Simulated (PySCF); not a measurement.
C5H14Si.
Bonds: C1–C2, C2–C3, C3–C4, C4–C5, C5–Si6. Hydrogens: H7, H8, H9 on C1; H10, H11 on C2; H12, H13 on C3; H14, H15 on C4; H16, H17 on C5; H18, H19, H20 on Si6.

The same species was optimised twice, with GFN2-xTB and with PBE0-D3(BJ)/def2-SVP (PySCF), and the same property calculations (PySCF, gas phase) were run on both structures.

| coordinate | GFN2-xTB | PBE0-D3(BJ)/def2-SVP | change |
| --- | --- | --- | --- |
| C5–Si6 (Å) | 1.900 | 1.885 | -0.015 |
| C2–C3 (Å) | 1.527 | 1.522 | -0.005 |
| C3–C4 (Å) | 1.528 | 1.523 | -0.005 |
| C1–C2 (Å) | 1.524 | 1.520 | -0.004 |
| C4–C5 (Å) | 1.527 | 1.527 | 0.000 |
| C1–C2–C3 (°) | 111.6 | 113.4 | +1.8 |
| C3–C4–C5 (°) | 111.9 | 113.6 | +1.7 |
| C2–C3–C4 (°) | 112.7 | 113.8 | +1.1 |
| C4–C5–Si6 (°) | 113.3 | 114.2 | +0.9 |
| C1–C2–C3–C4 (°) | 180 | 180 | 0 |
| C2–C3–C4–C5 (°) | 180 | 180 | 0 |
| C3–C4–C5–Si6 (°) | 180 | 180 | 0 |

Rotational constants: A = 12900, B = 789.6, C = 768.2 MHz (GFN2-xTB) against A = 12892, B = 782.5, C = 761.7 MHz (PBE0-D3(BJ)/def2-SVP). Point groups within 0.08 Å: Cs and Cs.

On the GFN2-xTB structure: lowest singlet, TDDFT (eV) 7.60 [PBE0/def2-SVPD]; lowest triplet, Tamm–Dancoff (eV) 7.25 [PBE0/def2-SVPD]; isotropic polarisability (au) 91.1 [PBE0/def2-SVPD]; HOMO (eV) -8.20 [PBE0/def2-SVPD]; LUMO (eV) 0.53 [PBE0/def2-SVPD]; dipole (D) 0.74 [PBE0/def2-SVPD]; HOMO (eV) -8.23 [PBE0/pcSseg-1]; LUMO (eV) 0.96 [PBE0/pcSseg-1]; dipole (D) 0.70 [PBE0/pcSseg-1]; GIAO shielding of C1 (ppm) 169.5 [PBE0/pcSseg-1]; GIAO shielding of C2 (ppm) 158.6 [PBE0/pcSseg-1]; GIAO shielding of C3 (ppm) 143.7 [PBE0/pcSseg-1]; GIAO shielding of C4 (ppm) 154.7 [PBE0/pcSseg-1]; GIAO shielding of C5 (ppm) 174.0 [PBE0/pcSseg-1]; GIAO shielding of Si6 (ppm) 420.3 [PBE0/pcSseg-1].

What do these properties become on the PBE0-D3(BJ)/def2-SVP structure?

| property | level | on GFN2-xTB | on PBE0-D3(BJ)/def2-SVP | change |
| --- | --- | --- | --- | --- |
| lowest singlet, TDDFT (eV) | PBE0/def2-SVPD | 7.60 | 7.74 | +0.14 |
| lowest triplet, Tamm–Dancoff (eV) | PBE0/def2-SVPD | 7.25 | 7.39 | +0.14 |
| isotropic polarisability (au) | PBE0/def2-SVPD | 91.1 | 92.9 | +1.8 |
| HOMO (eV) | PBE0/def2-SVPD | -8.20 | -8.36 | -0.16 |
| LUMO (eV) | PBE0/def2-SVPD | 0.53 | 0.51 | -0.02 |
| dipole (D) | PBE0/def2-SVPD | 0.74 | 0.92 | +0.18 |
| energy, GFN2-xTB geometry as zero (kcal/mol) | PBE0/def2-SVPD | 0.0 | -1.6 | -1.6 |
| HOMO (eV) | PBE0/pcSseg-1 | -8.23 | -8.40 | -0.17 |
| LUMO (eV) | PBE0/pcSseg-1 | 0.96 | 0.97 | +0.01 |
| dipole (D) | PBE0/pcSseg-1 | 0.70 | 0.90 | +0.20 |
| energy, GFN2-xTB geometry as zero (kcal/mol) | PBE0/pcSseg-1 | 0.0 | -1.2 | -1.2 |
| GIAO shielding of C1 (ppm) | PBE0/pcSseg-1 | 169.5 | 167.8 | -1.7 |
| GIAO shielding of C2 (ppm) | PBE0/pcSseg-1 | 158.6 | 157.5 | -1.1 |
| GIAO shielding of C3 (ppm) | PBE0/pcSseg-1 | 143.7 | 143.8 | +0.1 |
| GIAO shielding of C4 (ppm) | PBE0/pcSseg-1 | 154.7 | 154.0 | -0.7 |
| GIAO shielding of C5 (ppm) | PBE0/pcSseg-1 | 174.0 | 173.9 | -0.1 |
| GIAO shielding of Si6 (ppm) | PBE0/pcSseg-1 | 420.3 | 415.9 | -4.4 |

The heavy atoms differ by 0.018 Å rms after alignment. Among bonds between heavy atoms C5–Si6 changes most (-0.015 Å). Changes are differences of the printed values. Neither structure is proved a minimum here.

The values belong to the conformer `[CH3:1][CH2:2][CH2:3][CH2:4][CH2:5][SiH3:6]`: C1–C2–C3–C4 180°, C2–C3–C4–C5 180°, C3–C4–C5–Si6 180°.
